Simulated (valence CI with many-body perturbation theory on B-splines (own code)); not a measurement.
## E1 transitions of Sn XLV

Calculated by relativistic CI+MBPT: four valence electrons over a frozen Dirac-Fock core [He], radial functions for each j: 11 s, 11 p, 9 d, 7 f, 5 g, 2 h, 1 i, with the one-electron correlation potential Σ1, the two-electron term Σ2, the three-electron term Σ3, Breit, model QED; selected CI, second order for the rest (own B-spline code, finite nucleus).

No measured spectrum was set against this ion. As an estimate, large intervals hold to a few tenths of a per cent, small ones and those within an open d or f shell to about a per cent. Among the levels kept, up to 270 cm⁻¹ of a level comes from second order outside the variational space, and about a tenth of that is noise between levels of different J, which matters for small intervals.

Lines 101 to 150 of 257 in falling wavelength, among levels below 4866.9 eV, chosen from the strongest by gf and those to the six lowest levels. Wavelengths and rates use the calculated energies. Electric multipoles are in the length gauge, E1 and E2 with the static RPA response of the core. Weak lines are less certain than strong ones. Lines between different terms over intervals too small for the method are left out, as are lines whose strength nearly cancels. Where a level lies close to another of its J and parity, the split of strength between their lines is uncertain. The highest levels of a list are the least certain.

Levels are named by their leading jj configuration (3d3/2^4 stands for four electrons in 3d with j = 3/2), which in mixed levels can hold well under half, so a name can repeat and another be missing. Letters in brackets count levels of one name in rising energy.

| λ vac (nm) | Upper | Lower | A (s⁻¹) | S (a.u.) with core polarisation | S without |
| --- | --- | --- | --- | --- | --- |
| 0.3136 | (2p1/2^2 2p3/2 3s) J=2 | (2p1/2^2 2p3/2^2) J=2 | 1.57e+13 | 1.19e-03 | 1.19e-03 |
| 0.3130 | (2p1/2^2 2p3/2 3s) J=1 | (2p1/2^2 2p3/2^2) J=2 | 2.73e+13 | 1.24e-03 | 1.23e-03 |
| 0.3130 | (2s^2 2p1/2 3p3/2) J=1 | (2s 2p1/2^2 2p3/2) J=2 | 8.28e+12 | 3.76e-04 | 3.75e-04 |
| 0.3123 | (2s 2p1/2 2p3/2 3s) J=2 [c] | (2s 2p1/2 2p3/2^2) J=2 [b] | 1.32e+13 | 9.89e-04 | 9.86e-04 |
| 0.3121 | (2s 2p1/2 2p3/2 3s) J=2 [a] | (2s 2p1/2 2p3/2^2) J=2 [a] | 1.44e+13 | 1.08e-03 | 1.08e-03 |
| 0.3118 | (2s 2p1/2 2p3/2 3s) J=3 | (2s 2p1/2 2p3/2^2) J=3 | 1.09e+13 | 1.14e-03 | 1.14e-03 |
| 0.3109 | (2s^2 2p1/2 3s) J=1 | (2s^2 2p1/2 2p3/2) J=2 | 2.84e+13 | 1.26e-03 | 1.26e-03 |
| 0.3106 | (2s 2p1/2^2 3s) J=1 | (2s 2p1/2^2 2p3/2) J=2 | 2.25e+13 | 9.97e-04 | 9.95e-04 |
| 0.3106 | (2s 2p1/2 2p3/2 3s) J=2 [b] | (2s 2p1/2 2p3/2^2) J=3 | 1.47e+13 | 1.09e-03 | 1.09e-03 |
| 0.3103 | (2s^2 2p3/2 3s) J=2 | (2s^2 2p3/2^2) J=2 | 1.84e+13 | 1.35e-03 | 1.35e-03 |
| 0.3099 | (2s^2 2p1/2 3s) J=0 | (2s^2 2p1/2 2p3/2) J=1 | 3.57e+13 | 5.25e-04 | 5.24e-04 |
| 0.3098 | (2s^2 2p3/2 3s) J=1 | (2s^2 2p3/2^2) J=2 | 3.13e+13 | 1.38e-03 | 1.37e-03 |
| 0.3097 | (2s^2 2p1/2 3s) J=1 | (2s^2 2p1/2 2p3/2) J=1 | 5.68e+12 | 2.50e-04 | 2.49e-04 |
| 0.3021 | (2s 2p1/2^2 3d3/2) J=1 | (2s 2p1/2^2 2p3/2) J=1 | 2.79e+13 | 1.14e-03 | 1.14e-03 |
| 0.3020 | (2s 2p1/2 2p3/2 3d5/2) J=2 [a] | (2s 2p1/2 2p3/2^2) J=1 [a] | 3.50e+13 | 2.38e-03 | 2.38e-03 |
| 0.3010 | (2s 2p1/2 2p3/2 3d5/2) J=2 [b] | (2s 2p1/2 2p3/2^2) J=1 [b] | 1.55e+13 | 1.04e-03 | 1.05e-03 |
| 0.3007 | (2s 2p1/2 2p3/2 3d5/2) J=2 [b] | (2s 2p1/2 2p3/2^2) J=2 [b] | 2.08e+13 | 1.40e-03 | 1.40e-03 |
| 0.3005 | (2s 2p1/2 2p3/2 3d5/2) J=3 [b] | (2s 2p1/2 2p3/2^2) J=2 [b] | 1.57e+13 | 1.47e-03 | 1.47e-03 |
| 0.3002 | (2s 2p1/2 2p3/2 3d3/2) J=1 [b] | (2s 2p1/2 2p3/2^2) J=0 | 5.82e+13 | 2.33e-03 | 2.33e-03 |
| 0.3001 | (2s 2p1/2 2p3/2 3d5/2) J=1 [a] | (2s 2p1/2 2p3/2^2) J=0 | 7.62e+13 | 3.05e-03 | 3.05e-03 |
| 0.3001 | (2s 2p1/2 2p3/2 3d5/2) J=1 [b] | (2s 2p1/2 2p3/2^2) J=1 [b] | 1.49e+14 | 5.95e-03 | 5.96e-03 |
| 0.2997 | (2s 2p1/2 2p3/2 3d5/2) J=0 | (2s 2p1/2 2p3/2^2) J=1 [b] | 2.79e+14 | 3.70e-03 | 3.71e-03 |
| 0.2996 | (2s 2p1/2 2p3/2 3s) J=2 [a] | (2s 2p1/2^2 2p3/2) J=1 | 2.58e+12 | 1.71e-04 | 1.71e-04 |
| 0.2994 | (2s 2p1/2 2p3/2 3d3/2) J=2 [c] | (2s 2p1/2 2p3/2^2) J=1 [b] | 5.34e+13 | 3.54e-03 | 3.54e-03 |
| 0.2993 | (2s 2p1/2 2p3/2 3d3/2) J=1 [c] | (2s 2p1/2 2p3/2^2) J=1 [b] | 3.88e+13 | 1.54e-03 | 1.54e-03 |
| 0.2991 | (2s 2p1/2 2p3/2 3d3/2) J=2 [c] | (2s 2p1/2 2p3/2^2) J=2 [b] | 9.63e+13 | 6.36e-03 | 6.36e-03 |
| 0.2990 | (2s 2p1/2^2 3d5/2) J=2 | (2s 2p1/2^2 2p3/2) J=1 | 2.37e+14 | 1.56e-02 | 1.56e-02 |
| 0.2986 | (2s 2p1/2 2p3/2 3d3/2) J=2 [a] | (2s 2p1/2 2p3/2^2) J=2 [a] | 1.83e+13 | 1.20e-03 | 1.21e-03 |
| 0.2986 | (2s 2p1/2 2p3/2 3d3/2) J=1 [a] | (2s 2p1/2 2p3/2^2) J=2 [a] | 3.11e+13 | 1.23e-03 | 1.23e-03 |
| 0.2983 | (2s 2p1/2 2p3/2 3d3/2) J=2 [c] | (2s 2p1/2 2p3/2^2) J=1 [a] | 2.68e+13 | 1.76e-03 | 1.76e-03 |
| 0.2982 | (2s 2p1/2 2p3/2 3d5/2) J=1 [b] | (2s 2p1/2 2p3/2^2) J=0 | 4.42e+13 | 1.74e-03 | 1.74e-03 |
| 0.2980 | (2s 2p1/2 2p3/2 3d3/2) J=2 [b] | (2s 2p1/2 2p3/2^2) J=3 | 3.49e+13 | 2.28e-03 | 2.28e-03 |
| 0.2980 | (2s 2p1/2^2 3d3/2) J=1 | (2s 2p1/2^2 2p3/2) J=2 | 7.95e+12 | 3.11e-04 | 3.12e-04 |
| 0.2978 | (2s 2p1/2 2p3/2 3d5/2) J=3 [a] | (2s 2p1/2 2p3/2^2) J=3 | 3.11e+13 | 2.84e-03 | 2.84e-03 |
| 0.2978 | (2s^2 2p1/2 3d3/2) J=2 | (2s^2 2p1/2 2p3/2) J=2 | 4.65e+13 | 3.03e-03 | 3.03e-03 |
| 0.2977 | (2s 2p1/2^2 3d3/2) J=2 | (2s 2p1/2^2 2p3/2) J=2 | 6.26e+13 | 4.08e-03 | 4.08e-03 |
| 0.2968 | (2s^2 2p1/2 3d3/2) J=1 | (2s^2 2p1/2 2p3/2) J=2 | 5.69e+12 | 2.20e-04 | 2.21e-04 |
| 0.2968 | (2s^2 2p1/2 3d3/2) J=2 | (2s^2 2p1/2 2p3/2) J=1 | 4.41e+12 | 2.84e-04 | 2.84e-04 |
| 0.2967 | (2s^2 2p3/2 3d3/2) J=2 | (2s^2 2p3/2^2) J=2 | 3.84e+12 | 2.47e-04 | 2.47e-04 |
| 0.2967 | (2s 2p1/2 2p3/2 3p1/2) J=3 [a] | (2s^2 2p3/2^2) J=2 | 9.99e+11 | 9.01e-05 | 9.02e-05 |
| 0.2966 | (2s 2p1/2 2p3/2 3d5/2) J=2 [b] | (2s 2p1/2 2p3/2^2) J=3 | 4.72e+13 | 3.04e-03 | 3.05e-03 |
| 0.2965 | (2s 2p1/2 2p3/2 3d5/2) J=3 [b] | (2s 2p1/2 2p3/2^2) J=3 | 1.77e+14 | 1.60e-02 | 1.60e-02 |
| 0.2964 | (2s^2 2p3/2 3d5/2) J=1 | (2s^2 2p3/2^2) J=0 | 3.11e+14 | 1.20e-02 | 1.20e-02 |
| 0.2964 | (2s 2p1/2 2p3/2 3d5/2) J=2 [a] | (2s 2p1/2 2p3/2^2) J=2 [a] | 1.62e+14 | 1.04e-02 | 1.04e-02 |
| 0.2964 | (2s 2p1/2 2p3/2 3d3/2) J=3 [b] | (2s 2p1/2 2p3/2^2) J=2 [a] | 1.15e+14 | 1.04e-02 | 1.04e-02 |
| 0.2961 | (2s^2 2p3/2 3d3/2) J=1 | (2s^2 2p3/2^2) J=2 | 5.57e+13 | 2.14e-03 | 2.14e-03 |
| 0.2960 | (2s 2p1/2 2p3/2 3d5/2) J=4 [b] | (2s 2p1/2 2p3/2^2) J=3 | 3.62e+14 | 4.17e-02 | 4.17e-02 |
| 0.2960 | (2s 2p1/2^2 3d5/2) J=3 | (2s 2p1/2^2 2p3/2) J=2 | 2.66e+14 | 2.38e-02 | 2.38e-02 |
| 0.2960 | (2s 2p1/2 2p3/2 3s) J=2 [b] | (2s 2p1/2^2 2p3/2) J=1 | 2.21e+12 | 1.42e-04 | 1.41e-04 |
| 0.2959 | (2s 2p1/2 2p3/2 3p1/2) J=3 [b] | (2s^2 2p3/2^2) J=2 | 3.41e+12 | 3.06e-04 | 3.06e-04 |
